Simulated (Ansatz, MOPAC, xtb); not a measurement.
Spectroscopic constants of TlO, multiplicity 2 (lowest of 2S+1 = 2, 4 at CCSD(T)/def2-TZVPP on PBE0 minima; our sources give no spin for the ground state, which may be another). No spin–orbit coupling.

Constants: fifth-degree fit in 1/R to seven points, most abundant isotopes. Runs in def2 and cc sets follow the lowest solution found near the PBE0 minimum.

The values were computed with Ansatz (Gaussian basis) for Hartree–Fock, density functionals and correlated methods; MOPAC for PM7 (differences of heats of formation); xtb for the GFN methods.  In def2 rows elements past Kr take small-core potentials, without spin–orbit coupling. The GFN methods have no spin term and hold the electronic entropy of 300 K.

```csv
level,r_e (Å),ω_e (cm⁻¹),B_e (cm⁻¹),ω_e x_e (cm⁻¹),dipole (D)
PM7,2.107,705,0.256,3.7,-
GFN1-xTB,1.986,486,0.288,2.1,-
SVWN5/def2-TZVPP,1.959,576,0.296,3.8,3.94
PBE/def2-TZVPP,2.014,505,0.280,3.4,4.10
r2SCAN/def2-TZVPP,2.011,509,0.281,3.1,4.15
B97M-V/def2-TZVPP,2.039,477,0.273,2.4,4.25
B3LYP/def2-TZVPP,2.045,480,0.272,2.6,4.38
PBE0/def2-TZVPP,2.021,497,0.278,2.6,4.34
CAM-B3LYP/def2-TZVPP,2.033,491,0.275,2.4,4.32
wB97M-V/def2-TZVPP,2.036,482,0.274,2.0,4.41
CCSD/def2-TZVPP,2.043,493,0.272,2.3,-
CCSD/def2-QZVPP,2.032,498,0.275,2.6,-
CCSD(T)/def2-TZVPP,2.034,499,0.275,2.4,-
CCSD(T)/def2-QZVPP,2.023,505,0.278,2.7,-
"CCSD(T)/CBS(def2-TZVPP, def2-QZVPP)",2.016,512,0.280,2.9,-
```

Correlated levels freeze the inner cores; with def2 sets outer-core shells near the valence are correlated too. CBS(a, b) extrapolates the correlation energy as X⁻³ and adds the Hartree–Fock energy of set b. The state that PM7 reach isn't checked; PM7 holds dispersion and hydrogen-bond terms.

Ansatz is a program for electronic structure.
